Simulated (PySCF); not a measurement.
**Molecular orbitals of Be₂**

MN15 at R = 2.513 Å; PySCF, no relativity, basis sets Be 6-311G(d,p). State: ¹Σg⁺ (singlet), closed shell. Only the outer orbitals are listed.

```json
{"orbital": "σg", "occ.": "2", "ε (eV)": "-8.35", "main shells (%)": "92 s, 8 p"}
{"orbital": "σu", "occ.": "2", "ε (eV)": "-5.47", "main shells (%)": "86 s, 14 p"}
{"orbital": "πu", "occ.": "0", "ε (eV)": "-1.59", "main shells (%)": "99 p"}
{"orbital": "πu", "occ.": "0", "ε (eV)": "-1.59", "main shells (%)": "99 p"}
{"orbital": "σg", "occ.": "0", "ε (eV)": "-1.46", "main shells (%)": "87 p, 13 s"}
```

Which are the highest filled and the lowest empty level, where do they sit, and how wide is the gap?

Highest filled σu at -5.47 eV (in %: 86 s, 14 p); lowest empty πu at -1.59 eV (in %: 99 p); the gap at MN15 is 3.88 eV.

The bond order (Mayer) is 0.72 and the ⟨S²⟩ is 0.000.

Closed-shell solutions of metal pairs were not tested for spin polarisation, which can lower them a little.
